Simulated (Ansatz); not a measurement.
Geometry optimisation, RKS revPBE/6-31G* in Ansatz 0.2.0.

The input (input.yaml):

```yaml
crystal:
  periodic: [false, false, false]
  atoms:
    - { symbol: B, position_ang: [-0.913132, -0.11802, -1.25156] }
    - { symbol: F, position_ang: [0.144621, 0.765543, -1.369446] }
    - { symbol: H, position_ang: [-0.692725, -1.272551, -1.505635] }
    - { symbol: H, position_ang: [-1.994578, 0.366779, -1.040681] }
    - { symbol: H, position_ang: [0.475383, -0.379937, 1.435174] }
    - { symbol: O, position_ang: [-0.486678, -0.544297, 1.472019] }
    - { symbol: H, position_ang: [1.949483, 0.538809, -0.177328] }
    - { symbol: F, position_ang: [2.360632, 0.342426, 0.625597] }
    - { symbol: H, position_ang: [-0.843206, 0.301348, 1.81176] }
basis:
  gaussian: { orbitals: "6-31G*" }
hamiltonian:
  xc: revpbe
relax:
  f_tol: 0.03
  max_steps: 50
```

Launched with:

```bash
$ ansatz run input.yaml --threads 1 --pin off --max-ram 2048MiB --backend cpu --events-out ev --progress --plain --runs-dir out
```

Question: Where does it end, and by what steps?

Answer: It converged. After 10 steps the energy has fallen by 0.648 eV; B1 moved furthest, 0.57 Å. Joined: B1–O6.

| step | energy less start (eV) | largest force component (eV/Å) | accepted |
| --- | --- | --- | --- |
| 0 | 0.0000 | 1.202 | yes |
| 1 | -0.1266 | 0.751 | yes |
| 2 | -0.3395 | 0.898 | yes |
| 3 | -0.5111 | 0.973 | yes |
| 4 | -0.5387 | 1.114 | yes |
| 5 | -0.5763 | 0.478 | yes |
| 6 | -0.6372 | 0.210 | yes |
| 7 | -0.6369 | 0.240 | no |
| 8 | -0.6468 | 0.053 | yes |
| 9 | -0.6474 | 0.086 | yes |
| 10 | -0.6477 | 0.011 | yes |

```xyz
9
Properties=species:S:1:pos:R:3
B -0.719 -0.148 -0.715
F 0.263 0.874 -1.033
H -0.443 -1.231 -1.179
H -1.854 0.273 -0.781
H 0.507 -0.356 1.055
O -0.496 -0.391 0.934
H 1.569 0.499 -0.231
F 2.023 0.091 0.537
H -0.850 0.389 1.413
```

Run time: 15 s on 1 thread of Intel(R) Xeon(R) Platinum 8488C (Sapphire Rapids), on a shared host, peak memory 0.15 GiB.
